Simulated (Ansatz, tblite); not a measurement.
Cost and result up the ladder for [CoI(H2O)5]2+ (CoIO₅H₁₀²⁺) (17 atoms). Charge 2, multiplicity 1. Geometry: r2SCAN-D4/def2-SVP.

```tsv
atom	x (Å)	y (Å)	z (Å)
Co1	-0.233	-0.020	-0.017
I2	-2.731	-0.248	-0.202
O3	1.788	0.135	0.139
H4	2.280	0.531	0.879
H5	2.428	-0.069	-0.564
O6	-0.333	0.719	1.757
H7	-0.265	0.040	2.458
H8	-1.136	1.233	1.976
O9	0.062	-0.737	-1.779
H10	0.071	-0.053	-2.478
H11	-0.568	-1.416	-2.093
O12	-0.292	1.725	-0.822
H13	0.327	2.409	-0.504
H14	-1.162	2.148	-0.971
O15	-0.089	-1.756	0.795
H16	-0.859	-2.357	0.810
H17	0.712	-2.284	0.615
```

Ansatz on 2 threads of AMD EPYC 7R13 on a shared host and a share (18 GiB) of an NVIDIA H100 80GB HBM3; xTB runs through tblite on one thread. Times are rough, summed over both states, and most runs start from the orbitals of an earlier one. No level here is sound enough to serve as a yardstick. The other state is a quintet at its own geometry.

In the def2 sets I takes a core potential; there is no spin–orbit coupling. The xTB rows come from tblite. Correlated methods freeze 14 core orbitals; core or outer-core shells of Co, I are correlated, in sets that lack core-valence functions. The order of the spin states hangs on the level: the triplet lies 1.00 eV below the singlet at PBE0-D4/def2-TZVP, but 1.28 eV above it at LDA (SPW92)/def2-TZVP. The triplet is doubtful at PBE0-D4/def2-TZVP (⟨S²⟩ 3.00, where a pure state has 2.00). The triplet is doubtful at LDA (SPW92)/def2-TZVP (⟨S²⟩ 2.60, where a pure state has 2.00). The order of the spin states hangs on the level: the triplet lies 0.17 eV below the quintet at PBE0-D4/def2-TZVP, but 0.89 eV above it at LDA (SPW92)/def2-TZVP. The triplet is doubtful at PBE0-D4/def2-TZVP (⟨S²⟩ 3.00, where a pure state has 2.00). The triplet is doubtful at LDA (SPW92)/def2-TZVP (⟨S²⟩ 2.60, where a pure state has 2.00).

Run but left out: HF/STO-3G, BHLYP-D4/def2-TZVP (singlet: restricted singlet, unstable in another Hartree–Fock run and untested here); HF/def2-TZVP, MP2/def2-TZVP (singlet: restricted singlet, unstable towards broken spin symmetry).

Correlated methods converge slowly with the basis.

xTB has no spin-polarisation term.

| level | functions | wall time |
| --- | --- | --- |
| GFN2-xTB | 48 | 0.025 s |
| GFN1-xTB | 58 | 0.032 s |
| LDA (SPW92)/def2-TZVP | 310 | 13 s |
| PBE-D4/def2-TZVP | 310 | 14 s |
| r2SCAN-D4/def2-TZVP | 310 | 16 s |
| PBE0-D4/def2-TZVP (with forces) | 310 | 18 s |
| RPA@PBE/def2-TZVP | 310 | 19 s |
| CAM-B3LYP-D4/def2-TZVP (with forces) | 310 | 31 s |

(1) Estimate what each level gives for the quintet − singlet (eV).

Answers

(1) 
```tsv
level	quintet − singlet (eV)	remarks
GFN2-xTB	1.55	–
GFN1-xTB	1.91	–
LDA (SPW92)/def2-TZVP	0.40	restricted SCF unstable in HF (singlet)
PBE-D4/def2-TZVP	-0.25	restricted SCF unstable in HF (singlet)
r2SCAN-D4/def2-TZVP	-0.48	restricted SCF unstable in HF (singlet)
PBE0-D4/def2-TZVP (with forces)	-0.83	restricted SCF unstable in HF (singlet)
RPA@PBE/def2-TZVP	-0.83	restricted SCF unstable in HF (singlet)
CAM-B3LYP-D4/def2-TZVP (with forces)	-0.72	restricted SCF unstable in HF (singlet)
```
